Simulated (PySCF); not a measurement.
A calculated (LDA, PySCF 2.14, x2c-QZVPPall with one added diffuse shell each of s, p, d, f type, scalar relativity by spin-free X2C-1e) atom or ion has these occupied shells.

| shell | electrons | orbital energy (eV) | rms radius, mean of both spins (bohr) |
| --- | --- | --- | --- |
| 1s α | 1 | -28949.5 | 0.0333 |
| 1s β | 1 | -28949.4 | 0.0333 |
| 2s α | 1 | -4394.4 | 0.136 |
| 2s β | 1 | -4394.1 | 0.136 |
| 2p α | 3 | -3952.8 | 0.121 |
| 2p β | 3 | -3952.5 | 0.121 |
| 3s α | 1 | -868.80 | 0.363 |
| 3s β | 1 | -868.59 | 0.363 |
| 3p α | 3 | -724.14 | 0.364 |
| 3p β | 3 | -723.91 | 0.364 |
| 3d α | 5 | -499.53 | 0.343 |
| 3d β | 5 | -499.24 | 0.343 |
| 4s α | 1 | -158.98 | 0.867 |
| 4s β | 1 | -157.99 | 0.867 |
| 4p α | 3 | -114.77 | 0.939 |
| 4p β | 3 | -113.78 | 0.939 |
| 4d α | 5 | -50.174 | 1.15 |
| 4d β | 4 | -49.187 | 1.15 |
| 5s α | 1 | -29.475 | 2.26 |
| 5s β | 1 | -28.547 | 2.26 |
| 5p α | 1 | -20.622 | 2.66 |

Problem. Name the element and its charge.

Solution. Sn(2+) (tin, charge +2), in [Kr] 4d9 5s2 5p1, one real determinant (an excited configuration).
